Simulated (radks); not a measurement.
Species: the gold ion Au3+. Configuration: [Xe] 4f14 5d8 (the NIST ground configuration). Calculated with a radial shooting solver on a logarithmic mesh with Libxc functionals: scalar-relativistic Kohn-Sham, r2SCAN, spin-polarised, spherical densities, finite nucleus; open shells are filled with parallel spins first (spin-orbit coupling, left out, can overturn this in heavy ions); meta-GGA in the generalised Kohn-Sham scheme; Fermi nuclear charge, rms radius 5.4371 fm.

Normalised radial functions P(r) = r R(r), r in bohr:

```
   r/bohr * 4f down, o 5p up, + 5d down (the largest magnitude, 1.46, reaches the edge; | marks zero, & curves that meet)
0.0006336                             &
0.0009681                             &
 0.001479                             &
 0.002261                             &
 0.003482                             &
 0.005321                             &o
  0.00813                             &o
  0.01242                             & o
  0.01898                             &   o
  0.02901                             *+   o
  0.04433                             * +  o
  0.06828                             |o* +
   0.1043                       o     |    *+
   0.1594                      o      |  +        *
   0.2436                         +   |    o                *
   0.3723                     +       |          o               *
   0.5688                        o    |+                    *
   0.8692        o                    |          *  +
    1.339              o              |  *             +
    2.046                         o   *         +
    3.126                             &  +
    4.777                             &
```

4f down: eigenvalue -118.51 eV, 0 radial nodes, <r> = 0.498 bohr, 90 % of the charge inside 0.798 bohr. 5p up: eigenvalue -98.166 eV, 3 radial nodes at r = 0.0727, 0.210, 0.515 bohr, <r> = 1.07 bohr, 90 % of the charge inside 1.54 bohr. 5d down: eigenvalue -39.843 eV, 2 radial nodes at r = 0.193, 0.559 bohr, <r> = 1.43 bohr, 90 % of the charge inside 2.16 bohr.
